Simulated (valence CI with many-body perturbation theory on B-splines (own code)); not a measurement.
Ta24+: calculated level list

Method: configuration interaction combined with many-body perturbation theory (CI+MBPT): three valence electrons over a frozen Dirac-Fock core [Kr] 4d10, radial functions for each j: 7 s, 7 p, 7 d, 7 f, 4 g, 2 h, with the one-electron correlation potential Σ1, the two-electron term Σ2, the three-electron term Σ3, Breit, model QED; selected CI, second order for the rest, scaled by the run's own slope (own B-spline code, finite nucleus).

No measured levels were compared; by estimate terms of the open shell hold to a few per cent of their energy, and close levels can change places. Excitations out of the core, of the other parity, are not computed and may begin above about 157 eV (a cautious bound); beyond it only levels of the ground parity were kept, without lifetimes.

Levels 1 to 45 of 136, with energies above the lowest level, 4f3 4I°_9/2. "Leading %" is the weight of the configuration and term that name the level; weights of strongly mixed levels are sums over their largest components and can fall short. In the jj column 3d3/2^4 stands for four electrons in 3d with j = 3/2.

```tsv
No.	Configuration	Term	J	E (cm⁻¹)	Leading %	g	Second component	Leading jj
1	4f3	4I°	9/2	0	84	0.756	15 % 4f3 2H°	4f5/2^3 (82 %)
2	4f3	4I°	11/2	17987	95	0.968	5 % 4f3 2H°	4f5/2^2 4f7/2 (94 %)
3	4f3	4I°	13/2	33480	93	1.095	6 % 4f3 2K°	4f5/2 4f7/2^2 (64 %)
4	4f3	4F°	3/2	33807	66	0.603	25 % 4f3 2D°	4f5/2^3 (77 %)
5	4f3	2H°	9/2	41625	39	1.010	32 % 4f3 2G°	4f5/2^2 4f7/2 (78 %)
6	4f3	4F°	5/2	45988	79	1.000	10 % 4f3 2D°	4f5/2^2 4f7/2 (61 %)
7	4f3	4I°	15/2	46988	83	1.173	16 % 4f3 2K°	4f5/2 4f7/2^2 (50 %)
8	4f3	4S°	3/2	50950	64	1.637	21 % 4f3 2P°	4f5/2^2 4f7/2 (85 %)
9	4f3	4F°	7/2	51583	53	1.080	40 % 4f3 2G°	4f5/2^2 4f7/2 (89 %)
10	4f3	4G°	5/2	53760	81	0.647	10 % 4f3 4F°	4f5/2^2 4f7/2 (51 %)
11	4f3	4G°	7/2	62030	66	1.039	24 % 4f3 4F°	4f5/2^2 4f7/2 (80 %)
12	4f3	4F°	9/2	64987	62	1.184	26 % 4f3 2H°	4f5/2 4f7/2^2 (84 %)
13	4f3	2H°	11/2	67111	72	1.113	20 % 4f3 4G°	4f5/2 4f7/2^2 (69 %)
14	4f3	2K°	13/2	67515	89	0.948	7 % 4f3 4I°	4f5/2^2 4f7/2 (57 %)
15	4f3	2D°	3/2	74611	32	1.146	23 % 4f3 4S°	4f5/2 4f7/2^2 (60 %)
16	4f3	2G°	7/2	75205	51	0.991	26 % 4f3 4G°	4f5/2 4f7/2^2 (86 %)
17	4f3	4G°	9/2	77445	85	1.133	13 % 4f3 2H°	4f5/2 4f7/2^2 (75 %)
18	4f3	2P°	1/2	78091	66	0.433	34 % 4f3 4D°	4f5/2^2 4f7/2 (86 %)
19	4f3	2K°	15/2	79358	48	1.036	38 % 4f3 2L°	4f5/2^2 4f7/2 (65 %)
20	4f3	2D°	5/2	84392	53	1.204	33 % 4f3 4D°	4f5/2^2 4f7/2 (66 %)
21	4f3	2H°	11/2	87060	52	1.121	32 % 4f3 4G°	4f5/2^2 4f7/2 (53 %)
22	4f3	4D°	3/2	90538	47	1.088	37 % 4f3 2D°	4f5/2^2 4f7/2 (65 %)
23	4f3	2D°	5/2	91595	67	1.216	24 % 4f3 4D°	4f5/2 4f7/2^2 (75 %)
24	4f3	2G°	9/2	94760	50	1.114	25 % 4f3 4F°	4f7/2^3 (67 %)
25	4f3	2I°	11/2	96067	57	1.062	38 % 4f3 4G°	4f5/2 4f7/2^2 (67 %)
26	4f3	4D°	1/2	101680	66	0.225	34 % 4f3 2P°	4f5/2 4f7/2^2 (86 %)
27	4f3	2D°	3/2	105850	45	1.058	30 % 4f3 2P°	4f5/2 4f7/2^2 (58 %)
28	4f3	2L°	15/2	106550	61	0.991	37 % 4f3 2K°	4f5/2 4f7/2^2 (48 %)
29	4f3	2I°	13/2	106740	95	1.067	5 % 4f3 2K°	4f5/2 4f7/2^2 (94 %)
30	4f3	4D°	7/2	108230	93	1.404	6 % 4f3 2F°	4f5/2 4f7/2^2 (69 %)
31	4f3	2L°	17/2	110150	100	1.056		4f5/2 4f7/2^2 (100 %)
32	4f3	2H°	9/2	110880	77	0.960	15 % 4f3 2G°	4f5/2 4f7/2^2 (40 %)
33	4f3	2F°	5/2	119750	49	1.055	33 % 4f3 4D°	4f5/2 4f7/2^2 (86 %)
34	4f3	2D°	3/2	123390	60	0.986	22 % 4f3 4D°	4f7/2^3 (62 %)
35	4f3	2H°	11/2	126640	66	1.066	24 % 4f3 2I°	4f7/2^3 (64 %)
36	4f3	2F°	7/2	140290	87	1.142	5 % 4f3 4D°	4f5/2 4f7/2^2 (51 %)
37	4f3	2D°	5/2	141270	56	1.089	32 % 4f3 2F°	4f7/2^3 (76 %)
38	4f3	2G°	9/2	151850	94	1.097	6 % 4f3 2H°	4f5/2 4f7/2^2 (74 %)
39	4f3	2G°	7/2	155690	89	0.913	10 % 4f3 2F°	4f5/2 4f7/2^2 (46 %)
40	4f3	2F°	7/2	209210	92	1.128	7 % 4f3 2G°	4f7/2^3 (43 %)
41	4f3	2F°	5/2	215270	99	0.856		4f5/2 4f7/2^2 (85 %)
42	4f2.5s	4H	7/2	798760	91	0.685	9 % 4f2.5s 2G	4f5/2^2 5s (95 %)
43	4f2.5s	4H	9/2	804030	60	0.969	28 % 4f2.5s 2H	4f5/2^2 5s (91 %)
44	4f2.5s	4F	3/2	816260	89	0.442	10 % 4f2.5s 2D	4f5/2^2 5s (84 %)
45	4f2.5s	4F	5/2	820570	68	1.014	20 % 4f2.5s 2F	4f5/2^2 5s (78 %)
```

Names give the largest LS component (configuration and term), which can be under half, so a name can repeat, a term be missing and a line seem to break the LS rules; names also repeat where a configuration has a term twice.

Where two levels of one J and parity lie close, their mixing, g and order are uncertain.

The ionisation energy to 4f2 3H_4 of the next ion comes out as 728.59 eV (NIST: 750 ± 40 eV (theoretical)). All 136 levels together are meant to be complete up to 1266100 cm⁻¹.
